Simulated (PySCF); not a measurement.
PySCF input for Cl4H2Si2, SMILES Cl[SiH2][Si](Cl)(Cl)Cl, PBE/pcSseg-1. Geometry: ωB97X-D3(BJ)/def2-SVP. One conformer was computed; it need not be the lowest.

```python
import numpy as np
from pyscf import gto, scf, dft
from pyscf.prop.nmr import rks as nmr

mol = gto.M(
    atom='''
    Si    1.21319065    1.35395637    0.00000003
    Cl   -0.18341826    2.87575950   -0.00000001
    Si    0.00655493   -0.61772066    0.00000000
    Cl   -1.17817171   -0.71890829    1.66465263
    Cl   -1.17817163   -0.71890830   -1.66465268
    Cl    1.29379369   -2.21416712    0.00000003
    H     2.05250813    1.44425589    1.22181997
    H     2.05250818    1.44425590   -1.22181988
    ''',
    basis='pcSseg-1',
    charge=0,
    spin=0,
    max_memory=1600,
    verbose=3,
)
mf = dft.RKS(mol, xc='pbe')
mf.grids.level = 3
mf.conv_tol = 1e-10
mf.max_cycle = 100
mf.kernel()
n = nmr.NMR(mf)
n.verbose = 2
n.max_cycle_cphf = 60
sigma = n.kernel()
print('atom   isotropic/ppm   span/ppm')
for i, s in enumerate(sigma):
    w = np.linalg.eigvalsh((s + s.T) / 2)
    print(f'{mol.atom_symbol(i):2s}{i + 1:3d} {w.mean():14.3f} {w[2] - w[0]:11.3f}')
```

Output:

```
converged SCF energy = -2420.05601306964
atom   isotropic/ppm   span/ppm
Si  1        363.483      97.655
Cl  2       1021.544      23.845
Si  3        299.575      34.912
Cl  4        755.060     290.955
Cl  5        755.060     290.955
Cl  6        756.273     283.441
H   7         26.049       8.829
H   8         26.049       8.829
```

The run converged.

Cost: around 40 core-seconds (rough).
